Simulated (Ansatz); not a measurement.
`[Br][Ga]([Br])[Br]` + HCl → `[Cl][Ga]([Br])[Br]` + HBr at 600 K and 1 bar (ligand exchange at a Ga–Br bond).

Isolated molecules relaxed with PBE0-D4/def2-TZVP in Ansatz; ΔE leaves out vibrations. CCSD(T)/CBS is the MP2 limit (def2-TZVPP, def2-QZVPP) plus CCSD(T) − MP2 in def2-TZVPP, frozen cores. This one scheme is used for every species. For Br, Ga outer-core shells are correlated without core-valence functions, which leaves a few kJ/mol of doubt a bond. Scalar relativity is left out up to krypton.

```csv
species,CCSD(T)/CBS energy (Eh),H − E (kJ/mol),S (J/(mol·K))
`[Br][Ga]([Br])[Br]`,-9644.06608,50.7,416.7
HCl,-460.38127,35.4,207.2
`[Cl][Ga]([Br])[Br]`,-7530.52317,50.9,413.8
HBr,-2573.91920,33.5,219.1
```

H − E and S are ideal-gas, rigid-rotor, harmonic terms from PBE0-D4/def2-TZVP. 1 Eh = 2625.50 kJ/mol, R = 8.31446 J/(mol·K).

Problem. By hand: ΔE, ΔH, ΔS and ΔG.

Solution. ΔE = (-7530.52317) + (-2573.91920) − (-9644.06608) − (-460.38127) = 0.00498 Eh = 13.1 kJ/mol. Δ(H − E) = 50.9 + 33.5 − 50.7 − 35.4 = -1.7, so ΔH = 11.4 kJ/mol. ΔS = 413.8 + 219.1 − 416.7 − 207.2 = 9.0 J/(mol·K). ΔG = 11.4 − 600 × (9.0)/1000 = 6.0 kJ/mol.

Problem. By hand: the equilibrium constant, and the temperature at which ΔG would vanish if ΔH and ΔS stayed fixed.

Solution. log₁₀ K = −ΔG/(RT ln 10) = -0.5. ΔG = 0 at ΔH/ΔS = 1267 K, though so small a ΔS makes that figure unsure.

TΔS isn't small against ΔH here. A doubt of 5 kJ/mol in ΔE shifts log₁₀ K by 0.4 here. These are equilibria of isolated gas molecules and say nothing of rates. Largest T1 diagnostic: 0.009 (customary marks: 0.02 for closed shells, 0.045 for open ones).
